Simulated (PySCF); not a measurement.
Vertical excitation energies

(OH)2Zr(OSiH2)2O (singlet state).
Bonds: Zr1–O2, Zr1–O3, Zr1–O4, Zr1–O8, O4–Si5, Si5–O6, O6–Si7, Si7–O8. Hydrogens: H9 on O2; H10 on O3; H11, H12 on Si5; H13, H14 on Si7.

The calculation used TDDFT wB97X-D/def2-SVPD, vertical, gas phase, core orbitals frozen in the response, def2 core potentials past Kr (PySCF 2.14.0, density-fitted response routines). Isolated species at its PBE0-D3(BJ)/def2-SVP geometry, gas phase. Spin–orbit coupling is left out.

Task: What does the calculation give for the low-lying excited states?

Result: 

```json
{"state": "S1", "E (eV)": "7.19", "λ (nm)": "172.4", "ν̃ (cm⁻¹)": "58000", "f": "0.0000", "main configurations (H = HOMO, L = LUMO)": "H-1→L+1 (52%), H-1→L (29%)"}
{"state": "S2", "E (eV)": "7.26", "λ (nm)": "170.7", "ν̃ (cm⁻¹)": "58590", "f": "0.0021", "main configurations (H = HOMO, L = LUMO)": "H→L (28%), H→L+1 (25%), H-3→L+1 (16%)"}
{"state": "S3", "E (eV)": "7.50", "λ (nm)": "165.3", "ν̃ (cm⁻¹)": "60480", "f": "0.0097", "main configurations (H = HOMO, L = LUMO)": "H-2→L+1 (50%), H-2→L (29%), H-3→L+3 (8%)"}
{"state": "S4", "E (eV)": "7.56", "λ (nm)": "163.9", "ν̃ (cm⁻¹)": "61010", "f": "0.018", "main configurations (H = HOMO, L = LUMO)": "H→L+4 (32%), H→L (18%), H-3→L+1 (15%)"}
{"state": "S5", "E (eV)": "7.68", "λ (nm)": "161.4", "ν̃ (cm⁻¹)": "61970", "f": "0.0016", "main configurations (H = HOMO, L = LUMO)": "H-1→L+3 (33%), H-4→L+1 (30%), H-4→L (15%)"}
{"state": "S6", "E (eV)": "7.69", "λ (nm)": "161.1", "ν̃ (cm⁻¹)": "62060", "f": "0.031", "main configurations (H = HOMO, L = LUMO)": "H-3→L+3 (59%), H→L+3 (17%)"}
{"state": "S7", "E (eV)": "7.75", "λ (nm)": "160.0", "ν̃ (cm⁻¹)": "62510", "f": "0.014", "main configurations (H = HOMO, L = LUMO)": "H→L+1 (29%), H-3→L (22%), H→L+6 (11%)"}
{"state": "S8", "E (eV)": "7.78", "λ (nm)": "159.4", "ν̃ (cm⁻¹)": "62730", "f": "0.0000", "main configurations (H = HOMO, L = LUMO)": "H-1→L (32%), H-1→L+1 (25%), H-1→L+4 (8%)"}
{"state": "S9", "E (eV)": "7.82", "λ (nm)": "158.6", "ν̃ (cm⁻¹)": "63070", "f": "0.0013", "main configurations (H = HOMO, L = LUMO)": "H→L+6 (31%), H→L+4 (9%)"}
{"state": "S10", "E (eV)": "7.90", "λ (nm)": "157.0", "ν̃ (cm⁻¹)": "63700", "f": "0.010", "main configurations (H = HOMO, L = LUMO)": "H-2→L+3 (76%)"}
```

Triplets, Tamm–Dancoff:

```tsv
state	E (eV)	λ (nm)	main configurations (H = HOMO, L = LUMO)
T1	7.09	174.8	H-1→L+1 (52%), H-1→L (29%)
T2	7.15	173.5	H→L (27%), H→L+1 (22%), H-3→L+1 (15%)
T3	7.25	171.0	H-2→L+1 (56%), H-2→L (25%)
T4	7.31	169.6	H-1→L+3 (64%), H-6→L+3 (17%)
```

The lowest singlet comes at 172 nm (694 kJ/mol) in the vacuum ultraviolet; it is dark (f under 0.0005); its leading configuration is HOMO-1→LUMO+1 (52%). The most intense listed level is S6 at 7.69 eV (161 nm, f = 0.031), 0.50 eV above S1. For S1 the Löwdin share of zirconium is at most 10% in HOMO-1 and 59% in LUMO+1 (ligand-to-metal charge transfer by this measure). Of the 10 states listed, 4 reach f = 0.01 and 2 stay under 0.0005. The listed states span 0.71 eV, and the widest gap between neighbours is 0.23 eV (S2 to S3). Orbital energies (eV): HOMO-3 -11.21, HOMO-2 -11.13, HOMO-1 -10.56, HOMO -10.11, LUMO 1.01, LUMO+1 1.49, LUMO+2 1.68. The vertical ionisation energy (ΔSCF) is 10.33 eV, 2.43 eV above S10. Singlets were solved by full linear response, triplets in the Tamm–Dancoff approximation.
